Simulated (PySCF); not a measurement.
# Mayer bond orders and bond lengths

Species: C5H6N2O.
SMILES with atom numbers: `[CH2:1]=[CH:2][CH2:3][c:4]1[n:5][cH:6][n:7][o:8]1` (hydrogens: H9, H10 on C1; H11 on C2; H12, H13 on C3; H14 on C6)

Cartesian coordinates in Å at the GFN2-xTB level; atoms count from 1:
```
atom  x, y, z in Å
C1    -2.4555    0.2388    0.7976
C2    -1.4081   -0.5504    0.6641
C3    -0.4866   -0.5253   -0.5271
C4     0.8368   -0.0229   -0.0873
N5     1.7867   -0.6860    0.5052
C6     2.7268    0.2675    0.7234
N7     2.3833    1.4435    0.2954
O8     1.1453    1.2694   -0.2387
H9    -2.7278    0.9575    0.0423
H10   -3.0892    0.1971    1.6664
H11   -1.1367   -1.2596    1.4333
H12   -0.3615   -1.5371   -0.9160
H13   -0.8781    0.1350   -1.3014
H14    3.6639    0.0720    1.2007
```

Bond orders from the PBE0/pcSseg-1 density (PySCF). Geometry: GFN2-xTB, one conformer, isolated molecule.

(1) How far do the computed orders between heavy atoms stray from the drawn ones?

(2) Set the Mayer orders of the bonds between heavy atoms beside their lengths.

Answers

(1) The largest departure is 0.506, at N7–O8 (drawn aromatic, 0.994), counting aromatic bonds as 1.5. The bonds drawn aromatic range from 0.99 to 1.69.

(2) 
```
 bond  drawn as  length (Å)  Mayer order
C1–C2    double       1.318        1.983
C2–C3    single       1.506        1.027
C3–C4    single       1.482        1.006
C4–N5  aromatic       1.301        1.609
N5–C6  aromatic       1.357        1.297
C6–N7  aromatic       1.298        1.686
N7–O8  aromatic       1.360        0.994
O8–C4  aromatic       1.337        1.119
```

By pair of heavy elements: C–C: lowest C3–C4 (1.006, 1.482 Å), highest C1–C2 (1.983, 1.318 Å); in 1 of the 3 pairs the longer bond (by over 0.003 Å) has the higher order (by 0.02 or more). C–N: lowest N5–C6 (1.297, 1.357 Å), highest C6–N7 (1.686, 1.298 Å).

**Question.** And the bonds to hydrogen?

**Answer.** C–H: 0.93 to 0.97 (6 bonds).

**Question.** Sum the orders of all bonds at each heavy atom with more than one neighbour and set the sums beside the valence in the SMILES.

**Answer.** C1 3.889 (drawn 4), C2 3.963 (drawn 4), C3 3.896 (drawn 4), C4 3.734 (drawn 4), N5 2.906 (drawn 3), C6 3.952 (drawn 4), N7 2.680 (drawn 3), O8 2.113 (drawn 2). Orders between atoms that aren't bonded are not in these sums.

Mayer orders depend on the basis set.
